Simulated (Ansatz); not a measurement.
Calculated with Ansatz (gas phase, PBE0-D4/def2-TZVP geometries, no zero-point term in ΔE). CCSD(T)/CBS is the MP2 limit (def2-TZVPP, def2-QZVPP) plus CCSD(T) − MP2 in def2-TZVPP, frozen cores. This one scheme is used for every species. DFT in def2-TZVPP. B3LYP here is the variant with VWN-RPA as its local correlation; programs differ in this. One conformer a species, not always the lowest.

Reaction (hydrogenolysis of a C–C bond): `CCCCCCCCCCO` + H₂ → `CCCCCCCCC` + CH₃OH

`CCCCCCCCCCO`:

Z-matrix (Å, degrees):
```
C
C 1 1.520
H 1 1.092 2 111.3
H 1 1.094 2 110.9 3 -119.7
H 1 1.093 2 111.9 3 120.1
C 2 1.523 1 113.8 3 177.1
H 2 1.095 1 109.0 3 55.4
H 2 1.097 1 109.6 3 -60.3
C 6 1.521 2 114.1 1 67.0
H 6 1.096 2 109.3 1 -171.2
H 6 1.096 2 108.6 1 -56.1
C 9 1.525 6 114.0 2 177.3
H 9 1.096 6 108.7 2 56.1
H 9 1.094 6 110.0 2 -59.2
C 12 1.525 9 115.0 6 60.9
H 12 1.096 9 108.8 6 -176.6
H 12 1.096 9 108.8 6 -61.4
C 15 1.521 12 113.8 9 60.9
H 15 1.095 12 109.4 9 -62.6
H 15 1.097 12 108.8 9 -177.6
C 18 1.525 15 114.0 12 176.5
H 18 1.096 15 108.8 12 55.1
H 18 1.095 15 109.9 12 -60.1
C 21 1.525 18 115.0 15 61.0
H 21 1.096 18 108.9 15 -176.5
H 21 1.096 18 109.0 15 -61.2
C 24 1.516 21 113.7 18 60.4
H 24 1.098 21 108.7 18 -178.7
H 24 1.094 21 110.8 18 -62.4
O 27 1.412 24 112.9 21 179.5
H 27 1.092 24 110.6 21 -62.7
H 27 1.101 24 109.7 21 55.1
H 30 0.961 27 108.1 24 -56.3
```

H₂:

Z-matrix (Å, degrees):
```
H
H 1 0.746
```

`CCCCCCCCC`:

Cartesian coordinates in Å:
```
C 0.739 -2.575 1.640
C 0.732 -2.769 0.133
C -0.641 -2.590 -0.507
C -1.288 -1.228 -0.285
C -0.474 -0.056 -0.807
C -1.191 1.277 -0.655
C -0.371 2.495 -1.087
C 0.391 3.191 0.036
C 1.416 2.330 0.756
H 1.725 -2.787 2.062
H 0.479 -1.551 1.920
H 0.020 -3.241 2.127
H 1.095 -3.774 -0.103
H 1.448 -2.079 -0.327
H -1.313 -3.366 -0.123
H -0.553 -2.770 -1.585
H -1.485 -1.080 0.784
H -2.271 -1.223 -0.769
H 0.492 -0.017 -0.295
H -0.242 -0.217 -1.868
H -2.117 1.233 -1.239
H -1.508 1.404 0.388
H -1.034 3.234 -1.547
H 0.333 2.194 -1.874
H 0.893 4.072 -0.379
H -0.332 3.573 0.765
H 1.966 2.915 1.498
H 0.947 1.496 1.284
H 2.146 1.911 0.057
```

CH₃OH:

Cartesian coordinates in Å:
```
C 0.038 0.071 -0.347
O -0.573 0.095 0.922
H -0.605 0.636 -1.023
H 0.138 -0.947 -0.744
H 1.028 0.544 -0.343
H -0.025 -0.399 1.534
```

```csv
level,ΔE (kJ/mol),difference from CCSD(T)/CBS
PBE-D4,-41.0,-0.6
r2SCAN,-45.0,-4.6
PBE0,-51.5,-11.1
B3LYP,-59.4,-19.0
HF/def2-TZVPP,-68.9,-28.5
MP2/def2-TZVPP,-36.8,3.6
SCS-MP2/def2-TZVPP,-43.2,-2.8
MP2/def2-QZVPP,-36.7,3.7
SCS-MP2/def2-QZVPP,-43.3,-2.9
CCSD/CBS(def2),-45.8,-5.4
CCSD(T)/CBS,-40.4,0
```

Largest T1 diagnostic among the species: 0.009.

In def2-TZVPP, CCSD(T) changes the Hartree–Fock value by +28.1 kJ/mol (the triples alone add +5.4 kJ/mol) and MP2 by +32.1 kJ/mol. The D4 term adds +13.1 kJ/mol with B3LYP and +8.0 kJ/mol with PBE0; it sums over pairs of atoms, weighted by their polarisabilities, and B3LYP, whose exchange is more repulsive, gets the larger term.
